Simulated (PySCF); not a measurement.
C2H7AlClN, SMILES C[N](C)[AlH][Cl]. Geometry optimised at B3LYP-D3(BJ)/def2-SVP. The structure was generated by enumeration; whether it is a known compound was not checked. Other conformers were not sampled.

Give the equilibrium geometry at B3LYP-D3(BJ)/def2-SVP (PySCF confirms it by a frequency run) as Cartesian coordinates in Å, and its point group. (An estimate is asked for; the answer gives what the named calculation found.)

Several could match; the one computed here: point group Cs.
```xyz
12

Al     0.8531     0.3785     0.0000
H      2.4222     0.3848     0.0000
Cl    -0.2528     2.1817     0.0000
N     -0.0592    -1.1466     0.0000
C     -1.5070    -1.2487     0.0000
C      0.6016    -2.4389     0.0000
H     -1.8767    -1.7944    -0.8908
H     -1.8767    -1.7944     0.8908
H     -1.9689    -0.2504     0.0000
H      0.3288    -3.0394     0.8908
H      0.3288    -3.0394    -0.8908
H      1.6975    -2.3234     0.0000
```
Charge 0, spin multiplicity 1.
